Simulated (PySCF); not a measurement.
Species: CH6AsGeN.
SMILES: `[GeH2]([AsH2])[N]=C`

All values: PBE0/def2-SVPD (PySCF, non-relativistic), on one gas-phase PBE0-D3(BJ)/def2-SVP geometry that isn't relaxed in the solvent. The solvent is an IEF-PCM continuum (cavity from Bondi-type radii × 1.2), and excitations are vertical TDDFT with non-equilibrium linear response and a frozen core. Only the electrostatic response of the medium enters. Spin–orbit coupling is left out although an atom past zinc is present.

Gas-phase singlets (H = HOMO, L = LUMO):

```
state  E (eV)  λ (nm)      f  leading configurations
   S1   4.148     299  0.000                 H→L 93%
   S2   5.868     211  0.005               H→L+2 90%
   S3   5.911     210  0.005     H→L+3 86%, H-1→L 9%
   S4   6.013     206  0.237     H→L+1 84%, H→L+2 8%
   S5   6.049     205  0.004    H-1→L 82%, H→L+3 10%
```

Task: Give the list for methanol (ε = 32.61), n² = 1.77.

Result: 
```csv
state,E (eV),λ (nm),f,leading configurations,change by rank (eV)
S1,4.237,293,0.001,H→L 91%,+0.089
S2,5.978,207,0.008,"H-1→L 82%, H→L 8%",+0.110
S3,6.013,206,0.403,"H→L+1 73%, H→L+2 22%",+0.102
S4,6.055,205,0.007,"H→L+2 75%, H→L+1 22%",+0.042
S5,6.118,203,0.011,H→L+3 90%,+0.069
```

Task: How does the list change in dimethylsulfoxide (ε = 46.83)?

Result: 
```csv
state,E (eV),λ (nm),f,leading configurations,change by rank (eV)
S1,4.236,293,0.001,"H→L 91%, H-1→L 8%",+0.088
S2,5.973,208,0.114,"H-1→L 63%, H→L+1 18%",+0.105
S3,5.984,207,0.351,"H→L+1 62%, H-1→L 20%, H→L+2 12%",+0.073
S4,6.054,205,0.003,"H→L+2 80%, H→L+1 16%",+0.041
S5,6.115,203,0.012,H→L+3 90%,+0.066
```

Task: The ground-state energy changes by -0.143 eV from gas to dimethylsulfoxide. By how much does the total energy of gas-phase S1 change?

Result: E(S1) = E(S0) + excitation energy, so it changes by -0.143 + 0.088 = -0.055 eV: it is lowered less than the ground state, which is what a blue shift means. This is the vertical state, with the slow part of the continuum still set for S0.

Task: How do the frontier levels move from gas to dimethylsulfoxide?

Result: 
```tsv
orbital	gas (eV)	solvent (eV)	change (eV)
LUMO+2	0.12	0.36	+0.24
LUMO+1	-0.09	0.05	+0.14
LUMO	-0.82	-0.71	+0.11
HOMO	-6.86	-6.82	+0.04
HOMO-1	-8.06	-7.92	+0.14
HOMO-2	-8.94	-8.73	+0.21
HOMO-3	-9.09	-8.98	+0.11
```

The HOMO–LUMO gap goes from 6.04 to 6.11 eV.

Rough CPU time on one thread of a shared machine: about 30 s. This is the whole response run at PBE0/def2-SVPD in dimethylsulfoxide, SCF included.

Conformer computed: `[CH2:1]=[N:2][GeH2:3][AsH2:4]`: C1–N2–Ge3–As4 -2°, H–As4–Ge3–N2 -46°, H–As4–Ge3–N2 46°.
